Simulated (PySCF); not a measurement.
Geometry:
```
atom   x (Å)   y (Å)   z (Å)
  O1   0.223  -2.284   0.803
  P2   0.598  -0.912   0.446
  O3  -0.573   0.180   0.614
  C4  -1.890  -0.210   0.301
  C5  -2.313  -0.172  -1.131
  C6  -2.789   0.878  -0.160
  O7   1.186  -0.649  -1.051
  C8   2.484  -0.079  -1.008
  C9   2.597   0.588   0.364
 O10   1.824  -0.219   1.238
 H11  -2.270  -1.003   0.952
 H12  -3.014  -0.934  -1.480
 H13  -1.552   0.122  -1.859
 H14  -2.342   1.872  -0.237
 H15  -3.830   0.864   0.173
 H16   3.236  -0.877  -1.129
 H17   2.591   0.639  -1.832
 H18   3.630   0.621   0.735
 H19   2.186   1.612   0.351
```

Geometry: PBE0-D3(BJ)/def2-SVP; GIAO absolute shieldings from PySCF 2.14, gas phase, non-relativistic, averaged over equivalent atoms.

At PBE0/pcSseg-1 (222 basis functions, 41 s wall time on 1 thread of an Intel Xeon Platinum 8488C, shared host):
```tsv
atoms	σ (ppm)
O1	182.8
O3	208.9
O7/O10	240.6
P2	296.7
C8/C9	118.0
C4	134.1
C5/C6	176.7
H16/H18	27.22
H17/H19	27.37
H11	27.40
H13/H14	30.53
H12/H15	30.70
```

Predict the values at wB97X-D/pcSseg-1 on the same geometry.

## Answers


```csv
atoms,σ at wB97X-D/pcSseg-1,change
O1,185.9,+3.1
O3,213.2,+4.3
O7/O10,244.0,+3.4
P2,294.0,-2.7
C8/C9,118.1,+0.1
C4,134.3,+0.2
C5/C6,176.6,-0.1
H16/H18,27.37,+0.15
H17/H19,27.52,+0.15
H11,27.55,+0.15
H13/H14,30.62,+0.09
H12/H15,30.81,+0.11
```

The largest change is at O3 (oxygen bonded to C, P). Cost: 222 basis functions, 51 s wall time on 1 thread of an Intel Xeon Platinum 8488C, shared host. The order of the carbon signals is the same at both levels.
